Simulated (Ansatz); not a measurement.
`[CH3][AlH][Se]C` → `C[Se][AlH2]` + `[CH2]` (triplet)  (formal loss of a carbene)

Calculated with Ansatz (gas phase, PBE0-D4/def2-TZVP geometries, no zero-point term in ΔE). CBS: MP2 limit from def2 TZ/QZ plus the TZ coupled-cluster correction, frozen cores. This one scheme is used for every species. Functionals use def2-TZVPP. HSE06 is defined as in plane-wave codes. Triplets are unrestricted, without spin–orbit coupling. For Se outer-core shells are correlated without core-valence functions, which leaves a few kJ/mol of doubt a bond. Scalar relativity is left out up to krypton. Each species was taken in one conformer, which may not be the lowest.

(1) Is it downhill or uphill in electronic energy at CCSD(T)/CBS, and by how much? (Estimate.)

(2) What do these levels give: PBE0-D4, r2SCAN0-D4, HSE06-D4, ωB97X-V, PBE-QIDH, PBE, LC-ωPBE, HF/def2-SVP, CCSD/def2-SVP, MP2/def2-QZVPP, MP2/CBS(def2), CCSD/CBS(def2)? (Estimate.)

Largest T1 diagnostic among the species: 0.011.

Results:

(1) Computed: Uphill: ΔE = +479.8 kJ/mol.

(2) Ansatz gave: PBE0-D4 476.8, r2SCAN0-D4 454.9, HSE06-D4 477.2, ωB97X-V 487.4, PBE-QIDH 475.3, PBE 479.6, LC-ωPBE 468.0, HF/def2-SVP 328.4, CCSD/def2-SVP 443.1, MP2/def2-QZVPP 489.9, MP2/CBS(def2) 495.1, CCSD/CBS(def2) 468.1 kJ/mol.

Leaving LDA and LC-ωPBE aside and taking each functional with its dispersion term where it has one, the values spread over 32.5 kJ/mol, from r2SCAN0-D4 to ωB97X-V. LDA lies +69.0 kJ/mol from PBE without D4. At CCSD(T), def2-SVP lies −28.9 kJ/mol from the extrapolated value and def2-TZVPP −12.5 kJ/mol.
